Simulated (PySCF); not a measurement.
PySCF input (BP86/def2-SVP):

```python
from pyscf import gto, dft

mol = gto.M(
    atom='''
    C    -1.81851400    1.34624500    0.30358400
    Si   -1.16926200   -0.31636100   -0.30131200
    C    -2.24264500   -1.74244900    0.31504500
    Si    1.08401400   -0.59755400    0.24659300
    Cl    2.10431200    1.10039000   -0.40248500
    H    -2.81904400    1.54014000   -0.08784600
    H    -1.16271200    2.15761100   -0.01341800
    H    -1.87608700    1.36133400    1.39628800
    H    -3.26644600   -1.63896500   -0.05017200
    H    -2.27755000   -1.75407200    1.40868400
    H    -1.85970600   -2.70638400   -0.02267500
    H     1.68010500   -1.77027200   -0.43400100
    H     1.36853900   -0.72399800    1.69967200
    ''',
    basis='def2-svp',
    charge=0,
    spin=1,
    verbose=4,
)

mf = dft.UKS(mol, xc='bp86')
mf.grids.level = 3
mf.conv_tol = 1e-9
mf.max_cycle = 100
mf.max_memory = 1500
mf.kernel()
if not mf.converged:
    mf = mf.newton()
    mf.kernel(mf.make_rdm1())
mo, _, stable, _ = mf.stability(return_status=True)
if not stable:
    mf.kernel(mf.make_rdm1(mo, mf.mo_occ))
    stable = mf.stability(return_status=True)[2]
mf.dip_moment()
```

From the output:

```

cycle= 1 E= -1119.8396624717  delta_E= 0.0656  |g|= 0.415  |ddm|= 2.48
  alpha nocc = 33  HOMO = -0.162926925448894  LUMO = -0.0263369043952704
  beta  nocc = 32  HOMO = -0.207953092138259  LUMO = -0.115685507664012
  HOMO = -0.162926925449  LUMO = -0.115685507664  gap/eV = 1.28550
cycle= 2 E= -1119.68643404206  delta_E= 0.153  |g|= 0.65  |ddm|= 1.12
  alpha nocc = 33  HOMO = -0.167803118538099  LUMO = -0.0247152880206829
  beta  nocc = 32  HOMO = -0.233642069271421  LUMO = -0.116210768061921
  HOMO = -0.167803118538  LUMO = -0.116210768062  gap/eV = 1.40390
cycle= 3 E= -1119.93419411097  delta_E= -0.248  |g|= 0.0509  |ddm|= 0.759
  alpha nocc = 33  HOMO = -0.171370810353612  LUMO = -0.0375339775605537
  beta  nocc = 32  HOMO = -0.245023188441448  LUMO = -0.117614134450275
  HOMO = -0.171370810354  LUMO = -0.11761413445  gap/eV = 1.46279
cycle= 4 E= -1119.936154104  delta_E= -0.00196  |g|= 0.0186  |ddm|= 0.135
  alpha nocc = 33  HOMO = -0.172645533368698  LUMO = -0.0350827860933705
  beta  nocc = 32  HOMO = -0.243676162715508  LUMO = -0.117182790692935
  HOMO = -0.172645533369  LUMO = -0.117182790693  gap/eV = 1.50922
cycle= 5 E= -1119.93638397011  delta_E= -0.00023  |g|= 0.00574  |ddm|= 0.035
  alpha nocc = 33  HOMO = -0.172449066187366  LUMO = -0.0350328719620436
  beta  nocc = 32  HOMO = -0.243296188755302  LUMO = -0.116605618038399
  HOMO = -0.172449066187  LUMO = -0.116605618038  gap/eV = 1.51958
cycle= 6 E= -1119.9364030897  delta_E= -1.91e-05  |g|= 0.00189  |ddm|= 0.0105
  alpha nocc = 33  HOMO = -0.172428928859837  LUMO = -0.0349740839554746
  beta  nocc = 32  HOMO = -0.243313908283125  LUMO = -0.116383325438515
  HOMO = -0.17242892886  LUMO = -0.116383325439  gap/eV = 1.52508
cycle= 7 E= -1119.93640526506  delta_E= -2.18e-06  |g|= 0.000567  |ddm|= 0.00351
  alpha nocc = 33  HOMO = -0.172508797265983  LUMO = -0.0349829607206105
  beta  nocc = 32  HOMO = -0.243316628179308  LUMO = -0.116377420378869
  HOMO = -0.172508797266  LUMO = -0.116377420379  gap/eV = 1.52741
cycle= 8 E= -1119.93640546971  delta_E= -2.05e-07  |g|= 0.000228  |ddm|= 0.00111
  alpha nocc = 33  HOMO = -0.172506283621732  LUMO = -0.0349903496299575
  beta  nocc = 32  HOMO = -0.243316467748496  LUMO = -0.116353675993291
  HOMO = -0.172506283622  LUMO = -0.116353675993  gap/eV = 1.52799
cycle= 9 E= -1119.93640551579  delta_E= -4.61e-08  |g|= 7.07e-05  |ddm|= 0.000437
  alpha nocc = 33  HOMO = -0.172503425048082  LUMO = -0.0349881362687792
  beta  nocc = 32  HOMO = -0.243317852636474  LUMO = -0.116346115898412
  HOMO = -0.172503425048  LUMO = -0.116346115898  gap/eV = 1.52812
cycle= 10 E= -1119.93640552215  delta_E= -6.36e-09  |g|= 2.03e-05  |ddm|= 0.000127
  alpha nocc = 33  HOMO = -0.172507701999493  LUMO = -0.0349885194333877
  beta  nocc = 32  HOMO = -0.243318443130901  LUMO = -0.116348558592205
  HOMO = -0.172507701999  LUMO = -0.116348558592  gap/eV = 1.52817
cycle= 11 E= -1119.93640552242  delta_E= -2.69e-10  |g|= 7.22e-06  |ddm|= 4.44e-05
  alpha nocc = 33  HOMO = -0.172504587522495  LUMO = -0.0349873787082489
  beta  nocc = 32  HOMO = -0.243316623052325  LUMO = -0.116345858752285
  HOMO = -0.172504587522  LUMO = -0.116345858752  gap/eV = 1.52816
Extra cycle  E= -1119.9364055224  delta_E= 2.36e-11  |g|= 9.37e-06  |ddm|= 2.82e-05
converged SCF energy = -1119.9364055224  <S^2> = 0.75245223  2S+1 = 2.0024507
uhf_internal: lowest eigs of H = [0.77598701 0.78649301 0.79428313]
<class 'pyscf.dft.uks.UKS'> wavefunction is stable in the internal stability analysis
Dipole moment(X, Y, Z, Debye): -2.16276, -0.88622,  0.80569
```

The geometry given is a B3LYP-D3(BJ)/def2-TZVP minimum.
